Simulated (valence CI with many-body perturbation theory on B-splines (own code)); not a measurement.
**Forbidden lines of Co XIII**

Method: valence CI with perturbative core correlation (CI+MBPT): five valence electrons over a frozen Dirac-Fock core [Ne], radial functions for each j: 11 s, 11 p, 10 d, 8 f, 5 g, 2 h, with the one-electron correlation potential Σ1, the two-electron term Σ2, the three-electron term Σ3, Breit, model QED; selected CI, second order for the rest, scaled by the run's own slope (own B-spline code, finite nucleus).

No measured spectrum was set against this ion. As an estimate, levels of excited configurations hold to 0.05 to 0.15 % of their energy, terms of the ground configuration to about 0.5 %. Among the levels kept, up to 3200 cm⁻¹ of a level comes from second order outside the variational space, and about a tenth of that is noise between levels of different J, which matters for small intervals.

Lines 1 to 19 of 19 in falling wavelength, among levels below 1145400 cm⁻¹, chosen from the decays that carry over 1 % of a level's rate. Wavelengths and rates use the calculated energies, so an error of 200 cm⁻¹ moves a line at 278.5 nm by 0.56 % and its rate by three times that or more. Electric multipoles are in the length gauge, E1 and E2 with the static RPA response of the core. S is in atomic units (e²a₀⁴ for E2 and M2, e²a₀⁶ for E3), for M1 in squared Bohr magnetons. Weak lines are less certain than strong ones. Lines between different terms over intervals too small for the method are left out, as are lines whose strength nearly cancels.

Names give the largest LS component (configuration and term), which can be under half, so a name can repeat, a term be missing and a line seem to break the LS rules; names also repeat where a configuration has a term twice. Letters in brackets count levels of one name in rising energy.

```tsv
λ vac (nm)	Upper	Lower	Type	A (s⁻¹)	S (a.u.)
1658	3s²3p³ ²D°_5/2	3s²3p³ ²D°_3/2	M1	2.04e+00	2.06e+00
1196	3s²3p²3d ⁴F_9/2	3s²3p²3d ⁴F_7/2	M1	1.47e+01	9.32e+00
278.5	3s²3p³ ²P°_1/2	3s²3p³ ²D°_3/2	M1	1.07e+02	1.72e-01
273.6	3s²3p²3d ²G_9/2	3s²3p²3d ⁴D_7/2	M1	1.35e+01	1.03e-01
259.4	3s²3p³ ²P°_3/2	3s²3p³ ²D°_5/2	M1	1.30e+02	3.38e-01
227.7	3s²3p³ ²D°_3/2	3s²3p³ ⁴S°_3/2	M1	1.02e+02	1.79e-01
224.3	3s²3p³ ²P°_3/2	3s²3p³ ²D°_3/2	M1	3.49e+02	5.85e-01
200.2	3s²3p³ ²D°_5/2	3s²3p³ ⁴S°_3/2	M1	4.61e+00	8.23e-03
200.2	3s²3p³ ²D°_5/2	3s²3p³ ⁴S°_3/2	E2	1.65e-01	2.83e-02
181.7	3s²3p²3d ²G_9/2	3s²3p²3d ²F_7/2 [a]	M1	8.61e+00	1.92e-02
172.4	3s²3p²3d ²G_9/2	3s²3p²3d ⁴F_9/2	M1	1.89e+02	3.60e-01
150.7	3s²3p²3d ²G_9/2	3s²3p²3d ⁴F_7/2	M1	1.07e+02	1.36e-01
125.3	3s²3p³ ²P°_1/2	3s²3p³ ⁴S°_3/2	M1	3.13e+02	4.57e-02
113.0	3s²3p³ ²P°_3/2	3s²3p³ ⁴S°_3/2	M1	5.26e+02	1.12e-01
60.31	3s²3p²3d ²G_9/2	3s3p⁴ ²D_5/2	E2	1.81e+01	1.29e-02
55.22	3s²3p²3d ⁴F_9/2	3s3p⁴ ⁴P_5/2	E2	6.29e+01	2.89e-02
41.83	3s²3p²3d ²G_9/2	3s3p⁴ ⁴P_5/2	E2	1.45e+01	1.66e-03
23.46	3s²3p²3d ⁴F_9/2	3s²3p³ ²D°_5/2	M2	4.90e+01	3.11e-04
20.65	3s²3p²3d ²G_9/2	3s²3p³ ²D°_5/2	M2	6.10e+00	2.04e-05
```
